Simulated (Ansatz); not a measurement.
Start from `CO[SiH](C)O` and change one atom or group to get `C[SiH2]O`.

Ansatz, PBE0-D4/def2-TZVP geometries, multiplicity 1. Each molecule was computed in one conformer, which needn't be the lowest.

```csv
property,`CO[SiH](C)O`
HOMO energy (PBE0/def2-TZVPP) / eV,-8.12
HOMO energy (ωB97M-V/def2-TZVPP) / eV,-10.51
HOMO energy (B3LYP/def2-TZVPP) / eV,-7.90
LUMO energy (ωB97M-V/def2-TZVPP) / eV,2.23
HOMO energy (PBE/def2-TZVPP) / eV,-6.57
LUMO energy (B3LYP/def2-TZVPP) / eV,0.41
```

**Question.** Give the same properties after the change, and the shifts. (Best estimate.)

**Answer.** Ansatz gave: 
```csv
property,`C[SiH2]O`,shift
HOMO energy (PBE0/def2-TZVPP) / eV,-8.42,-0.30
HOMO energy (ωB97M-V/def2-TZVPP) / eV,-10.73,-0.22
HOMO energy (B3LYP/def2-TZVPP) / eV,-8.21,-0.31
LUMO energy (ωB97M-V/def2-TZVPP) / eV,2.02,-0.21
HOMO energy (PBE/def2-TZVPP) / eV,-6.94,-0.37
LUMO energy (B3LYP/def2-TZVPP) / eV,0.16,-0.25
```

B3LYP here is the variant with VWN-RPA as its local correlation; programs differ in this.
